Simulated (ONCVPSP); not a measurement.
Tb (Z = 65): one change to an ONCV potential, before and after

| Item | Value |
| --- | --- |
| Element | terbium |
| Generator | ONCVPSP 4.0.1 |
| Type | optimised norm-conserving Vanderbilt (ONCV) |
| Functional | PBE |
| Relativity | fully relativistic |
| Frozen core | [Kr] 4d10 4f8 |
| Valence charge | 11 |
| Reference configuration | 5s2 5p6 5d1 6s1.75 (charge +0.25) |
| Partial waves | 5s+6s: rc 2.50 bohr, ncon 4, nbas 8, qcut 4.4 1/bohr, 3 projectors, debl 2.1 Ha; 5p: rc 1.55 bohr, ncon 5, nbas 9, qcut 5.3 1/bohr, 2 projectors, debl 1.9 Ha; 5d: rc 3.70 bohr, ncon 4, nbas 8, qcut 4.5 1/bohr, 1 projector; f scattering state at 0.03 Ha: rc 2.90 bohr, ncon 3, nbas 6, qcut 4.1 1/bohr, 2 projectors, debl 2.8 Ha |
| Local potential | polynomial inside 1.05 bohr (lpopt 5, dvloc0 0 Ha) |
| Core correction | Teter function, fcfact 4.25, rcfact 1.35 |

Open shells are filled in proportion to 2j + 1.

Change: all radii but the core radius scaled by about 1.20 (s 3.00, p 1.86, d 4.44, f 3.48 bohr); local potential polynomial inside 1.26 bohr (lpopt 5, dvloc0 0 Ha).

Cutoffs: the cutoffs (Ha) at which the residual kinetic energy of the hardest occupied pseudo-wave falls to 1 and 0.1 mHa per electron; they do not see the model core or the augmentation charge, which bear on the density cutoff. Errors are all-electron minus pseudo energies relative to the spin-unpolarised reference configuration.

Problem. How do hardness, ghosts and transferability respond?

Solution. The potential gets softer (81 Ha and 105 Ha → 16 Ha and 67 Ha); the bound ghost in s disappears; of the 3 tests that both files solve, the error grows in 1 and shrinks in 0 by more than 15 % and 0.3 meV (median size 0.8 → 0.7 meV). A larger radius leaves more room for a smooth pseudo-wave, so fewer plane waves are needed.

```csv
quantity,base,changed
"cutoff, loose",81 Ha,16 Ha
"cutoff, tight",105 Ha,67 Ha
loose cutoff by channel,"s 4.2 Ha, p 81 Ha, d 6.3 Ha","s 4.8 Ha, p 16 Ha, d 5.4 Ha"
bound ghosts,s,none
GHOST(+) flags under 300 eV,"d5/2 at 110.8 eV, d3/2 at 118.1 eV, p3/2 at 131.4 eV, p1/2 at 181.6 eV","s at 64.1 eV, d5/2 at 156.5 eV, d3/2 at 172.3 eV, p3/2 at 196.7 eV, p1/2 at 204.2 eV"
"tests counted as reliable (solved cleanly; for ONCVPSP, near-neutral configurations with less than one 5d electron left out)",3 of 4,3 of 4
"error for 5s2 5p6 5d1 6s2, meV [ΔE -1.20 eV]",0.0,-0.1
"error for 5s2 5p6 5d1 6s1, meV [ΔE 5.54 eV]",+0.8,-0.7
"error for 5s2 5p6 5d1 6s0, meV [ΔE 17.81 eV]",+4.7,-11
"rms error of d²Exc/dni dnj with the model core, mHa",3.28,3.51
```

Base: Tests not counted: 5s2 5p6 5d0 6s2 6p1 (all-electron energy unsafe for a near-neutral lanthanide with less than one 5d electron, printed error +25 meV). Changed file: Tests not counted: 5s2 5p6 5d0 6s2 6p1 (all-electron energy unsafe for a near-neutral lanthanide with less than one 5d electron, printed error +67 meV). A true bound ghost makes a file unfit for plane-wave use even where its test errors are small: the radial tests pick states by their node count and pass the ghost by.
